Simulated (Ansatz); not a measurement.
`BC=N` + `O[CH2][GeH3]` → `BO[CH2][GeH3]` + `C=N`  (ligand exchange at a B–C bond)

Gas-phase electronic energies from Ansatz, PBE0-D4/def2-TZVP geometries. CCSD(T)/CBS is the MP2 limit (def2-TZVPP, def2-QZVPP) plus CCSD(T) − MP2 in def2-TZVPP, frozen cores. This one scheme is used for every species. Functionals use def2-TZVPP. B3LYP here is the variant with VWN-RPA as its local correlation; programs differ in this. For Ge outer-core shells are correlated without core-valence functions, which leaves a few kJ/mol of doubt a bond. Scalar relativity is left out up to krypton. One conformer a species, not always the lowest.

```
             level  ΔE (kJ/mol)  difference from CCSD(T)/CBS
            PBE-D4       -154.0                         -1.2
         r2SCAN-D4       -156.3                         -3.5
           PBE0-D4       -151.8                          1.0
          B3LYP-D4       -157.3                         -4.5
           ωB97X-V       -152.9                         -0.1
           ωB97M-V       -154.7                         -1.9
            B2PLYP       -156.9                         -4.1
               PBE       -152.8                          0.0
            r2SCAN       -155.9                         -3.1
              PBE0       -150.6                          2.2
             B3LYP       -155.5                         -2.7
     HF/def2-TZVPP       -150.6                          2.2
    MP2/def2-TZVPP       -156.8                         -4.0
SCS-MP2/def2-TZVPP       -155.4                         -2.6
   CCSD/def2-TZVPP       -153.9                         -1.1
CCSD(T)/def2-TZVPP       -155.4                         -2.6
     HF/def2-QZVPP       -150.9                          1.9
    MP2/def2-QZVPP       -155.4                         -2.6
SCS-MP2/def2-QZVPP       -154.1                         -1.3
      HF/CBS(def2)       -151.0                          1.8
     MP2/CBS(def2)       -154.2                         -1.4
    CCSD/CBS(def2)       -151.4                          1.4
       CCSD(T)/CBS       -152.8                            0
```

Largest T1 diagnostic among the species: 0.013.

In def2-TZVPP, CCSD(T) changes the Hartree–Fock value by −4.8 kJ/mol (the triples alone add −1.5 kJ/mol) and MP2 by −6.2 kJ/mol.

CCSD(T)/CBS has its own doubt, a few kJ/mol and more with outer-core shells, so smaller differences from it don't rank the levels.
